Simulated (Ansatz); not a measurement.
The cluster RbF₂⁻, 3 atoms. Hardware: 4 threads of Intel Xeon on a shared host.

In the def2 sets Rb takes a core potential; there is no spin–orbit coupling. Correlated methods freeze 2 core orbitals; core or outer-core shells of Rb are correlated, in sets that lack core-valence functions.

**Question.** How many basis functions does each of these Ansatz runs have, and roughly what does it cost? HSE06-D4/def2-TZVPD, charge -1 singlet, energy, from earlier orbitals; BLYP-D4/def2-TZVPD, charge -1 singlet, energy, from earlier orbitals; PBE with 50 % exact exchange/def2-TZVPD, charge -1 singlet, energy, from earlier orbitals; RPA@PBE/def2-TZVPD, charge -1 triplet, energy, from earlier orbitals; PBE-D4/def2-TZVPD, charge -1 singlet, energy, from earlier orbitals; BLYP-D4/def2-TZVPD, charge -1 quintet, energy, from earlier orbitals; PBE-D4/def2-TZVPD, charge -1 unrestricted singlet, energy, from earlier orbitals; RPA@PBE/def2-TZVPD, charge -1 singlet, energy, from earlier orbitals; MP2/def2-TZVPD, charge -1 triplet, energy, from earlier orbitals; PBE with 5 % exact exchange/def2-TZVPD, charge -1 triplet, energy, from earlier orbitals; BHLYP-D4/def2-TZVPD, charge -1 quintet, energy, from earlier orbitals; r2SCANh-D4/def2-TZVPD, charge -1 singlet, energy, from earlier orbitals.

**Answer.** Other jobs shared the machine, so times can vary by a factor of up to 3. A dash marks memory too small to be measured apart from the calling script's.

```tsv
run	functions	fitting or Cholesky vectors	wall time	peak host memory (GiB)
PBE-D4/def2-TZVPD, charge -1 singlet, energy, from earlier orbitals	113	718	2.5 s	–
PBE-D4/def2-TZVPD, charge -1 unrestricted singlet, energy, from earlier orbitals	113	718	2.5 s	–
PBE with 50 % exact exchange/def2-TZVPD, charge -1 singlet, energy, from earlier orbitals	113	794	2.6 s	–
BLYP-D4/def2-TZVPD, charge -1 singlet, energy, from earlier orbitals	113	718	2.7 s	–
HSE06-D4/def2-TZVPD, charge -1 singlet, energy, from earlier orbitals	113	718	3.1 s	–
r2SCANh-D4/def2-TZVPD, charge -1 singlet, energy, from earlier orbitals	113	718	3.5 s	–
RPA@PBE/def2-TZVPD, charge -1 triplet, energy, from earlier orbitals	113	860	4.1 s	–
RPA@PBE/def2-TZVPD, charge -1 singlet, energy, from earlier orbitals	113	860	4.2 s	–
MP2/def2-TZVPD, charge -1 triplet, energy, from earlier orbitals	113	860	4.4 s	–
PBE with 5 % exact exchange/def2-TZVPD, charge -1 triplet, energy, from earlier orbitals	113	718	5 s	–
BLYP-D4/def2-TZVPD, charge -1 quintet, energy, from earlier orbitals	113	718	9.6 s	–
BHLYP-D4/def2-TZVPD, charge -1 quintet, energy, from earlier orbitals	113	794	47 s	–
```
